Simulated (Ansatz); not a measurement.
Relaxation of C2H7AlSSi (12 atoms, charge 0, multiplicity 1), to a largest force component of 0.015 eV/Å in at most 40 steps.

Computed with RKS BHLYP/def2-SVP (Ansatz 0.2.0).

```xyz
12
Properties=species:S:1:pos:R:3:forces:R:3
C 1.414 -0.006 -0.919 -3.37 2.28 -0.53
C 0.284 -0.329 -0.232 2.22 -1.18 0.10
Al 0.337 -1.829 1.031 0.83 -0.40 0.24
Si -1.217 0.633 -0.370 -2.31 -0.48 0.13
S -1.284 2.206 1.056 0.12 -0.61 1.55
H 1.327 0.899 -1.613 0.73 -1.36 0.75
H 2.328 -0.500 -0.829 1.64 -0.85 0.04
H 1.766 -2.635 1.216 -0.79 0.40 -0.15
H -0.919 -2.201 1.941 0.20 0.08 -0.19
H -1.413 1.188 -1.695 0.02 0.48 -0.52
H -2.441 -0.270 -0.086 0.84 0.51 -0.22
H -1.202 1.292 2.132 -0.13 1.15 -1.19
```

**Question.** Where does it end, and by what steps?

**Answer.** It converged. After 13 steps the energy has fallen by 0.482 eV; H12 moved furthest, 0.88 Å.

| step | energy less start (eV) | largest force component (eV/Å) | accepted |
| --- | --- | --- | --- |
| 0 | 0.0000 | 3.372 | yes |
| 1 | -0.3627 | 1.021 | yes |
| 2 | -0.1972 | 1.749 | no |
| 3 | -0.4177 | 0.361 | yes |
| 4 | -0.4355 | 0.125 | yes |
| 5 | -0.4455 | 0.092 | yes |
| 6 | -0.4506 | 0.408 | yes |
| 7 | -0.4579 | 0.227 | yes |
| 8 | -0.4674 | 0.055 | yes |
| 9 | -0.4744 | 0.258 | yes |
| 10 | -0.4752 | 0.216 | yes |
| 11 | -0.4796 | 0.115 | yes |
| 12 | -0.4811 | 0.065 | yes |
| 13 | -0.4820 | 0.014 | yes |

```xyz
12
Properties=species:S:1:pos:R:3
C 1.284 -0.264 -1.139
C 0.304 -0.357 -0.227
Al 0.555 -1.632 1.225
Si -1.158 0.791 -0.346
S -1.424 1.911 1.484
H 1.262 0.445 -1.969
H 2.176 -0.894 -1.111
H 1.887 -2.474 1.247
H -0.559 -1.827 2.325
H -0.945 1.808 -1.403
H -2.404 0.035 -0.618
H -1.998 0.907 2.165
```

Time of the run: 51 s on 2 threads of Arm Neoverse V2, on a shared host, peak memory 0.28 GiB.
